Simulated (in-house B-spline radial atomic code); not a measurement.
Configurations of Pb III (Pb2+), with energies counted from [Xe] 4f14 5d10 6s2. Level of theory: Dirac-Hartree-Fock, average of configuration, Fermi nucleus of rms radius 5.5012 fm; calculated with a radial B-spline atomic code at the basis-set limit. Energies include first-order Breit, QED and recoil terms.

Occupations are held fixed; configurations that lie above the ionisation limit could autoionise.

| configuration | E - E(ref) (eV) | highest orbital | its <r> (bohr) |
| --- | --- | --- | --- |
| [Xe] 4f14 5d10 6s1 (8p1/2)1 | 23.663 | 8p1/2 | 9.802 |
| [Xe] 4f14 5d10 6s1 (7f7/2)1 | 26.22 | 7f7/2 | 14.97 |
| [Xe] 4f14 5d10 6s1 (6g9/2)1 | 26.379 | 6g9/2 | 14.64 |
| [Xe] 4f14 (5d3/2)4 (5d5/2)5 6s2 (6f7/2)1 | 37.889 | 6f7/2 | 9.478 |
| [Xe] 4f14 (5d3/2)4 (5d5/2)5 6s2 (9f5/2)1 | 41.077 | 9f5/2 | 28.17 |
| [Kr] (4d3/2)4 (4d5/2)5 4f14 5s2 5p6 5d10 6s2 (8g7/2)1 | 439.9 | 8g7/2 | 28.61 |

Question: Order these further configurations by energy, lowest first.
A. [Xe] (4f5/2)5 (4f7/2)8 5d10 6s2 (10f7/2)1
B. [Xe] (4f5/2)6 (4f7/2)7 5d10 6s2 7s1
C. [Kr] 4d10 4f14 5s2 (5p1/2)1 (5p3/2)4 5d10 6s2 10s1
D. [Kr] 4d10 4f14 5s2 (5p1/2)1 (5p3/2)4 5d10 6s2 (9d5/2)1
E. [Kr] 4d10 4f14 5s2 (5p1/2)1 (5p3/2)4 5d10 6s2 (8f5/2)1

Answer: C (130.37 eV), D (130.54 eV), E (131 eV), B (148.59 eV), A (165 eV).

Question: How far above the reference does [Kr] 4d10 4f14 5s2 (5p1/2)1 (5p3/2)4 5d10 6s2 (9g7/2)1 lie?

Answer: 132.14 eV; its least bound orbital is 9g7/2 with <r> = 37.09 bohr.
